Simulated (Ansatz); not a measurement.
Start from `[SiH3]CC[SiH2][SiH2][GaH2]` and change one atom or group to get `[SiH3]CC[SiH2]Cl`.

Ansatz, PBE0-D4/def2-TZVP geometries, multiplicity 1. Each molecule was computed in one conformer, which needn't be the lowest.

Scalar relativity is left out up to krypton.

```tsv
property	`[SiH3]CC[SiH2][SiH2][GaH2]`
LUMO energy (ωB97M-V/def2-TZVPP) / eV	0.41
HOMO energy (PBE/def2-TZVPP) / eV	-6.10
LUMO energy (B3LYP/def2-TZVPP) / eV	-1.48
HOMO–LUMO gap (ωB97M-V/def2-TZVPP) / eV	9.48
size of the dipole moment (PBE/def2-TZVPP) / D	2.37
LUMO energy (PBE0/def2-TZVPP) / eV	-1.31
```

(1) Give the same properties after the change, and the shifts. (Best estimate.)

## Answers

(1) Computed: 
| property | `[SiH3]CC[SiH2]Cl` | shift |
| --- | --- | --- |
| LUMO energy (ωB97M-V/def2-TZVPP) / eV | 1.90 | 1.49 |
| HOMO energy (PBE/def2-TZVPP) / eV | -7.11 | -1.01 |
| LUMO energy (B3LYP/def2-TZVPP) / eV | 0.01 | 1.49 |
| HOMO–LUMO gap (ωB97M-V/def2-TZVPP) / eV | 12.49 | 3.01 |
| size of the dipole moment (PBE/def2-TZVPP) / D | 1.78 | -0.59 |
| LUMO energy (PBE0/def2-TZVPP) / eV | 0.23 | 1.54 |

With PBE0 the HOMO falls by 1.28 eV and the LUMO rises by 1.54 eV, so the gap widens by about 2.82 eV. PBE moves the HOMO by -1.01 eV and ωB97M-V by -1.52 eV. Dipoles are sizes alone; their direction can turn.

B3LYP here is the variant with VWN-RPA as its local correlation; programs differ in this.
